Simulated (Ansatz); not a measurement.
Reaction R1 → P1 + P2, each structure at its B3LYP-D3(BJ)/def2-TZVP stationary point, reached from a drawn start (curvature not checked).
P1: H atom, charge 0, multiplicity 2.
R1, H2Mg (SMILES [MgH2]) (charge 0, multiplicity 1):
```xyz
3

H      0.0000     0.0000    -1.6996
Mg     0.0000     0.0000     0.0000
H      0.0000     0.0000     1.6996
```
P2, HMg (SMILES [MgH]) (charge 0, multiplicity 2, Z-matrix in Å and degrees):
```
Mg
H 1 1.7430
```

P less R. No zero-point or thermal terms; singlets are restricted closed shells; open shells are unrestricted.

Run with Ansatz (a first-principles code). No computed number here is a measurement.

**Question.** One of these levels gives 2.926 eV for the reaction energy. Which one is it?
A) SVWN5/def2-TZVPP
B) HF/def2-SVP
C) revPBE/def2-TZVPP

**Answer.** C, revPBE/def2-TZVPP. The others give 2.244 (HF/def2-SVP), 3.256 (SVWN5/def2-TZVPP)
